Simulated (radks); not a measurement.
Spherical quantum dot in the effective-mass picture: electrons in a parabolic well V = omega^2 r^2 / 2 with omega = 0.367, all in effective atomic units (hartree* = m*/eps^2 hartree, bohr* = eps/m* bohr), one dielectric constant everywhere. Calculated with a radial shooting solver with Libxc functionals: non-relativistic Kohn-Sham, LDA (Slater exchange, Perdew-Wang correlation), spin-polarised, spherical densities. Levels are named by radial order and angular momentum (1s, 1p, 1d, 2s, ...), and open shells are averaged over m. Results are scaled to m* = 0.049 and eps = 15.8, for which hartree* = 5.341 meV and bohr* = 17.06 nm.

N = 11, configuration 1s2 1p6 1d(up 3, down 0). This is the lowest configuration that the search found. Occupied and some empty levels:

level,occupation,eigenvalue (meV),<r> (nm)
1s up,1,18.651,48.45
1s down,1,18.782,47.40
1p up,3,19.509,58.74
1p down,3,19.677,58.41
1d up,3,20.540,66.09
1d down,0,20.719,66.16
2s up,0,20.913,56.10
2s down,0,21.017,56.70
1f up,0,21.710,72.08
1f down,0,21.887,72.37
2p up,0,22.205,64.08
2p down,0,22.315,64.30

Energy (meV): total 136.682, kinetic 15.679, external 51.214, Hartree 84.359, exchange-correlation -14.570.
